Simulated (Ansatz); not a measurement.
`OC([SiH3])BF` + `OCS[SiH3]` → `[SiH3]OCS[SiH3]` + `OCBF`  (ligand exchange at the Si–C bond)

Program: Ansatz. Geometries: PBE0-D4/def2-TZVP. ΔE: electronic, gas phase. CCSD(T)/CBS is the MP2 limit (def2-TZVPP, def2-QZVPP) plus CCSD(T) − MP2 in def2-TZVPP, frozen cores. This one scheme is used for every species. Functionals use def2-TZVPP. B3LYP here is the variant with VWN-RPA as its local correlation; programs differ in this. One conformer a species, not always the lowest.

```tsv
level	ΔE (kcal/mol)	difference from CCSD(T)/CBS
PBE-D4	-17.6	4.6
r2SCAN-D4	-20.4	1.8
PBE0-D4	-19.5	2.7
B3LYP-D4	-22.5	-0.3
ωB97X-V	-22.1	0.1
ωB97M-V	-21.7	0.5
B2PLYP	-22.9	-0.7
PBE	-17.4	4.8
r2SCAN	-20.3	1.9
PBE0	-19.3	2.9
B3LYP	-22.3	-0.1
HF/def2-TZVPP	-27.7	-5.5
MP2/def2-TZVPP	-22.8	-0.6
SCS-MP2/def2-TZVPP	-23.8	-1.6
CCSD/def2-TZVPP	-23.1	-0.9
CCSD(T)/def2-TZVPP	-22.1	0.1
HF/def2-QZVPP	-28.0	-5.8
MP2/def2-QZVPP	-22.9	-0.7
SCS-MP2/def2-QZVPP	-23.9	-1.7
HF/CBS(def2)	-28.1	-5.9
MP2/CBS(def2)	-22.8	-0.6
CCSD/CBS(def2)	-23.1	-0.9
CCSD(T)/CBS	-22.2	0
```

Largest T1 diagnostic among the species: 0.013.

From PBE to PBE0 (25 % exact exchange), in def2-TZVPP and without D4, ΔE moves by −1.9 kcal/mol. In def2-TZVPP, CCSD(T) changes the Hartree–Fock value by +5.6 kcal/mol (the triples alone add +0.9 kcal/mol) and MP2 by +4.9 kcal/mol.
